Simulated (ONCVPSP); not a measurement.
PBE ONCV dataset for Ar, scalar-relativistic all-electron reference.

ONCVPSP 4.0.1 input, shortened (lines: element, Z, core and valence counts, functional; n l f; lmax; l rc ep ncon nbas qcut; lloc lpopt rc5 dvloc0; l nproj debl; icmod fcfact rcfact), PBE, scalar-relativistic:

```
  Ar 18.00    3    2        4      upf
    1    0    2.00
    2    0    2.00
    2    1    6.00
    3    0    2.00
    3    1    6.00
    2
    0    1.00    0.00    4    7    5.70
    1    1.05    0.00    5   10    6.30
    2    1.15    0.07    5    9    8.30
    4    5    0.85    2.00
    0    2    2.90
    1    2    2.30
    2    3    1.40
    1    0.40    0.00
```

All-electron outer shells of the reference configuration (PBE, scalar-relativistic, ld1.x):

| shell | level (eV) | outermost node (bohr) | outermost maximum (bohr) |
| --- | --- | --- | --- |
| 2s | -296.99 | 0.12 | 0.34 |
| 2p | -229.89 | – | 0.28 |
| 3s | -24.29 | 0.52 | 1.17 |
| 3p | -10.27 | 0.49 | 1.30 |

Task: Does the generator finish with these settings?

Result: Yes, a potential is produced and its reference levels are reproduced.

Task: Estimate the cutoffs (Ha) at which the residual kinetic energy of the hardest occupied pseudo-wave falls to 1 and 0.1 mHa per electron.

Result: 86 Ha and 288 Ha. The cutoffs count occupied waves only; projector 2 of the p channel, the hardest unoccupied one, needs 311 Ha at the loose tolerance.

Task: Does the potential have ghost states?

Result: No bound ghost flagged; GHOST(+) flagged for d at 33.8 eV, s at 177.0 eV.

Task: Which valence shell sets the plane-wave cutoff?

Result: 3p: 86 Ha for 1 mHa per electron, against 62 Ha for 3s.

Task: Tests: 3s2 3p5; 3s2 3p4; 3s2 3p3; 3s2 3p5.5. Which has the largest error in its energy relative to the reference configuration, and how large is it?

Result: 3s2 3p3, with +40 meV (all-electron minus pseudo) on +87.30 eV.
